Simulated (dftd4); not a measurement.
C5H9NO (SMILES CN1CCCC1=O), singlet, geometry from GFN2-xTB; dftd4 with D4 for wb97x.

dftd4 was given this input:
```
$ dftd4 mol.xyz --func wb97x --charge 0 --json dftd4.json --noedisp --property

# file mol.xyz
16

C      2.10718030    -0.10566990     0.05077275
N      0.69270521     0.08905907    -0.09332066
C      0.14997135     0.98033666    -1.08972839
C     -1.32752946     1.09849129    -0.69883366
C     -1.60250964    -0.19679329     0.06324944
C     -0.23541035    -0.62430679     0.57963264
O     -0.00257823    -1.45674522     1.42691988
H      2.59806457     0.83177957     0.32361649
H      2.54565104    -0.47833752    -0.87929269
H      2.25899065    -0.83912003     0.84118692
H      0.27013507     0.54960589    -2.09371243
H      0.67024368     1.94223616    -1.06616009
H     -1.46840915     1.95525366    -0.03929380
H     -1.97158737     1.22354647    -1.56688659
H     -2.30886961    -0.08111558     0.88246881
H     -1.97274293    -0.98564829    -0.59459778
```

What does dftd4 print? Leave out banner, timings and long lists.


```
                    ____  _____ _____     ____  _  _
      -------------|  _ \|  ___|_   _|---|  _ \| || |------------
     |             | | | | |_    | | ___ | | | | || |_           |
     |             | |_| |  _|   | ||___|| |_| |__   _|          |
     |             |____/|_|     |_|     |____/   |_|            |
     |             ===================================           |
     |            E. Caldeweyher, S. Ehlert & S. Grimme          |
     |          Mulliken Center for Theoretical Chemistry        |
     |                    University of Bonn                     |
      -----------------------------------------------------------

Rational (Becke-Johnson) damping: wb97x-D4-ATM
---------------------
  s6         1.0000
  s8         0.5093
  s9         1.0000
  a1         0.0662
  a2         5.4487
 alp        16.0000
--------------------

Atomic data, radii in Ångström:
------------------------------------------------------
   Z          R(cov)      r4/r2   hardness         EN
------------------------------------------------------
   6 C        1.0000     1.6431     0.4220     2.5500
   7 N        0.9467     1.4350     0.5044     3.0400
   8 O        0.8400     1.3725     0.5869     3.4400
   1 H        0.4267     1.0622     0.4726     2.2000
------------------------------------------------------

Atomic reference systems (in atomic units):
----------------------------------------------------------------------------
   Z        #      CN     q+Z       C6(AA)   #      CN     q+Z       C6(AA)
----------------------------------------------------------------------------
   6 C      1  0.0000  6.0000      49.3833   2  0.9189  5.8288      52.1688
            3  1.9079  5.8579      35.6972   4  2.8312  5.7775      35.8445
            5  3.7487  5.7435      28.6317   6  2.9183  5.8956      32.2504
            7  0.8556  6.2103      25.6194
   7 N      1  0.0000  7.0000      25.3714   2  0.8583  6.6470      32.5496
            3  1.8399  6.6987      28.5877   4  2.5804  6.1757      42.3910
            5  0.9809  7.0000      18.1534
   8 O      1  0.0000  8.0000      15.5711   2  0.8042  7.6453      20.8489
            3  1.6112  7.4012      24.8631   4  0.9798  8.0000      14.9880
   1 H      1  0.0000  1.0000       7.6362   2  0.8942  1.0000       3.0374
----------------------------------------------------------------------------

Atomic properties (in atomic units):
----------------------------------------------------------------------------
     #    Z              CN          q      C6(AA)        C8(AA)   alpha(0)
----------------------------------------------------------------------------
     1    6 C        3.6918    -0.1067     25.3958      734.4918     7.2939
     2    7 N        2.7620    -0.3393     26.8538      592.4164     7.7590
     3    6 C        3.7803    -0.0578     24.2131      700.2853     7.0950
     4    6 C        3.8285    -0.1571     26.3186      761.1798     7.3894
     5    6 C        3.8344    -0.1169     25.4198      735.1834     7.2615
     6    6 C        2.7955     0.2501     24.0872      696.6434     8.0141
     7    8 O        0.8574    -0.4171     21.9536      443.0366     6.2871
     8    1 H        0.9242     0.1014      1.7724       21.4250     2.0819
     9    1 H        0.9241     0.1013      1.7733       21.4367     2.0825
    10    1 H        0.9247     0.1350      1.4976       18.1041     1.9138
    11    1 H        0.9233     0.1009      1.7766       21.4760     2.0844
    12    1 H        0.9240     0.0987      1.7970       21.7228     2.0964
    13    1 H        0.9245     0.1037      1.7520       21.1787     2.0699
    14    1 H        0.9247     0.0923      1.8571       22.4495     2.1311
    15    1 H        0.9248     0.1068      1.7238       20.8378     2.0532
    16    1 H        0.9243     0.1049      1.7410       21.0454     2.0634
----------------------------------------------------------------------------

Molecular properties (in atomic units):
----------------------------------------
 molecular C6                2180.9517
 molecular C8               48835.4234
----------------------------------------

Dispersion energy:      -2.4443833043864E-02 Eh

[Info] JSON dump of results written to 'dftd4.json'
```
